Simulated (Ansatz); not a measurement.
System: tetrafluorogermane, GeF₄, charge 0, multiplicity 1. 
Geometry from a B3LYP-D3(BJ)/def2-TZVP (Ansatz, a first-principles code) optimisation:
```
Ge
F 1 1.7016
F 1 1.7016 2 109.47
F 1 1.7016 2 109.47 3 120.00
F 1 1.7016 2 109.47 3 -120.00
```
Charge 0, spin multiplicity 1.

Basis-set convergence of Hartree-Fock and MP2 correlation energies (hartree) with Ansatz. Correlated levels leave the core frozen unless marked. Spin-orbit coupling is left out. The frozen core is the preceding noble-gas configuration, with the filled d and f shells of earlier blocks. No relativistic terms.

```csv
basis,functions,E(HF),"E(corr, MP2)"
cc-pVDZ,83,-2473.24131,-0.84708
cc-pVTZ,163,-2473.47833,-1.12508
cc-pVQZ,288,-2473.52301,-1.22788
```

Extrapolating the two largest sets (X = 3 and 4) as X^-3: E(corr) = (64·(-1.22788) - 27·(-1.12508))/37 = -1.3029 Eh, an estimate of the basis-set limit. The largest set recovers 94.2 % of it, the smallest 65.0 %.
